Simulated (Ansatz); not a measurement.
FH$_{4}$SbSeSi (`F[SiH2][SbH][SeH]`), relaxed with RKS PBE-D4/def2-SVP in the Gaussian-basis code of Ansatz from a rough embedded geometry. The force threshold is 0.03 eV/Å; the program also tests the step.

The species carries charge 0 and has multiplicity 1. Sb: def2 effective core potential.

Start:

```xyz
8

F     1.666    0.523    1.279
Si    0.213   -0.217    1.175
Sb   -1.126    0.993   -0.552
Se    0.225   -0.013   -2.460
H     0.406   -1.632    0.753
H    -0.492   -0.184    2.486
H    -2.330   -0.353   -0.665
H     1.438    0.883   -2.017
```

(1) How much energy does the relaxation release, and in how many steps? (Estimate.)

(2) Which bonds change most? (Estimate.)

(3) Give the relaxed structure. (Estimate.)

Results:

(1) Ansatz gave: 24.21 kJ/mol, in 22 steps, 1 of them rejected.

(2) Computed: Si2–Sb3 from 2.498 to 2.602 Å; Se4–H8 from 1.572 to 1.488 Å; Sb3–H7 from 1.809 to 1.741 Å; Sb3–Se4 from 2.545 to 2.611 Å.

(3) Computed: 
```xyz
8

F     1.577    0.427    1.830
Si    0.191   -0.313    1.345
Sb   -0.864    1.095   -0.572
Se    0.565   -0.168   -2.355
H     0.535   -1.704    0.886
H    -0.737   -0.379    2.531
H    -2.166   -0.061   -0.617
H     0.899    1.105   -3.048
```
